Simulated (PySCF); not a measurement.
Energy of Cu²⁺ (copper, charge +2) between two integer charges

The 3d beta orbital of [Ar] 3d9 is emptied in steps (occupation f), with all orbitals relaxed, ending at [Ar] 3d8. Computed with PySCF 2.14 in def2-TZVPPD, with the non-relativistic Hamiltonian (point nucleus). The exact energy is a straight line in f; departures are measured from the line between the end points of the same method.

```
   f  HSE06 (eV)
   1       0.000
0.75      -1.164
 0.5      -1.565
0.25      -1.183
   0       0.000
```

```json
{"method": "HSE06", "E(f=0) − E(f=1) (eV)": "37.076", "−ε at f=1 (eV)": "30.927", "−ε at f=0.5 (eV)": "37.024"}
```

Orbital energy along the path (eV):

```
   f    HSE06
   1  -30.927
0.75  -33.928
 0.5  -37.024
0.25  -40.197
   0  -43.427
```

Reference removal energy between the ground levels: 36.841 ± 0.012 eV (measured; NIST Atomic Spectra Database, ionization energies). The calculation has no spin-orbit coupling. The determinant left behind need not be the lowest term of the ion.
